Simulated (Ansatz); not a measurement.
Input file for Ansatz (an electronic-structure program): R-wB97X-V/def2-TZVPP on AlH3Se2 (SMILES [SeH][AlH][SeH]), a point of a torsion scan.

Ansatz 0.2 input:
```yaml
crystal:
  periodic: [false, false, false]
  atoms:
    - {symbol: Se, position_ang: [-2.22978213, -0.29342556, -0.67650039]}
    - {symbol: Al, position_ang: [-0.26520611, 0.72376872, -0.03924035]}
    - {symbol: Se, position_ang: [1.26375350, -0.15493417, 1.45386692]}
    - {symbol: H, position_ang: [-2.31737024, -0.94366098, 0.61413463]}
    - {symbol: H, position_ang: [0.11935161, 2.08342171, -0.63097749]}
    - {symbol: H, position_ang: [2.03457244, 1.05520024, 1.33891341]}
basis:
  gaussian:
    orbitals: def2-TZVPP
hamiltonian:
  xc: {name: wB97X-V}
scf: {lower_state_search: off}
```

The head of its log:

```
WARN ansatz: RAYON_NUM_THREADS=1 ignored (pool sized by the plan → 1); use --threads N
Functional definition: wB97X-V
these checks for a lower state are left out or cut short: stability, starts, cluster_reference, orbital_swaps, neighbouring_geometries, increment
integrals: 0.16 GiB planned
1283 factors; their error is unknown
integrals: 0.19 GiB planned
246 factors; integrals over basis functions are off by at most 9.4e-6 eV
mean field: 1.33 GiB planned
mean field evaluation 1: about -137333.0636 eV, gradient 1.4e1 eV
mean field evaluation 2: about -137333.6952 eV, gradient 6.6e0 eV
```

### Question
Predict the final total energy.

### Answer
-5046.9451 hartree.
